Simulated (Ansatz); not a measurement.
Gas-phase electronic energies from Ansatz, PBE0-D4/def2-TZVP geometries. CBS: MP2 limit from def2 TZ/QZ plus the TZ coupled-cluster correction, frozen cores. Functionals use def2-TZVPP. B3LYP here is the variant with VWN-RPA as its local correlation; programs differ in this. For Ge outer-core shells are correlated without core-valence functions, which leaves a few kJ/mol of doubt a bond. Scalar relativity is left out up to krypton. One conformer a species, not always the lowest.

`C[C@H]1[AlH][Si@@H]1C` + `[CH3][Ge]([OH])([OH])[OH]` → `C[O][Ge]([CH3])([OH])[OH]` + `C[CH]1[AlH][SiH2]1`  (substitution at a C–Si bond)

`C[C@H]1[AlH][Si@@H]1C`:

```xyz
14

C     1.355   -0.290    1.556
C     0.030    0.105    0.939
Al   -1.232    1.600    0.930
Si   -0.270    0.527   -0.899
C    -0.716   -0.799   -2.150
H     1.307   -0.325    2.649
H     2.130    0.434    1.292
H     1.701   -1.271    1.211
H    -0.761   -0.645    1.170
H    -2.018    2.552    1.928
H     0.896    1.319   -1.401
H     0.143   -1.445   -2.347
H    -1.025   -0.345   -3.095
H    -1.539   -1.417   -1.785
```

`[CH3][Ge]([OH])([OH])[OH]`:

```xyz
11

C     1.170   -0.940   -0.693
Ge   -0.189    0.152    0.112
O    -1.183   -0.779    1.248
O    -1.279    0.837   -1.108
O     0.516    1.507    1.012
H     0.723   -1.861   -1.069
H     1.632   -0.400   -1.518
H     1.929   -1.185    0.049
H    -1.238   -0.339    2.100
H    -2.198    0.666   -0.885
H     0.117    2.341    0.751
```

`C[O][Ge]([CH3])([OH])[OH]`:

Z-matrix (Å, degrees):
```
C
O 1 1.409
H 1 1.092 2 108.1
H 1 1.096 2 112.0 3 119.3
H 1 1.098 2 111.9 3 -118.7
Ge 2 1.775 1 120.2 3 -173.6
O 6 1.766 2 101.9 1 172.6
C 6 1.924 2 114.7 1 -64.3
O 6 1.770 2 109.9 1 56.2
H 7 0.961 6 110.4 2 -2.6
H 8 1.090 6 109.2 2 -170.3
H 8 1.090 6 109.9 2 70.3
H 8 1.090 6 110.0 2 -50.4
H 9 0.960 6 112.3 2 72.3
```

`C[CH]1[AlH][SiH2]1`:

Z-matrix (Å, degrees):
```
C
C 1 1.514
H 1 1.095 2 112.2
H 1 1.093 2 110.6 3 119.5
H 1 1.094 2 112.0 3 -121.1
Al 2 1.950 1 139.8 3 -175.7
Si 2 1.917 1 125.6 3 -66.8
H 2 1.113 1 111.2 3 58.4
H 6 1.584 2 142.8 1 -51.2
H 7 1.491 2 119.8 1 90.8
H 7 1.492 2 110.5 1 -36.8
```

Question: Is it downhill or uphill in electronic energy at CCSD(T)/CBS, and by how much? (Estimate.)

Answer: The calculation gave: Uphill: ΔE = +23.4 kcal/mol.

Question: What do these levels give: PBE, r2SCAN, B3LYP, SCS-MP2/def2-TZVPP, HF/def2-QZVPP, MP2/def2-QZVPP? (An estimate is asked.)

Answer: The calculation gave: PBE 23.0, r2SCAN 23.3, B3LYP 21.6, SCS-MP2/def2-TZVPP 22.5, HF/def2-QZVPP 19.6, MP2/def2-QZVPP 25.0 kcal/mol.

Largest T1 diagnostic among the species: 0.012.

In def2-TZVPP, CCSD(T) changes the Hartree–Fock value by +2.8 kcal/mol (the triples alone add +0.3 kcal/mol) and MP2 by +4.8 kcal/mol.
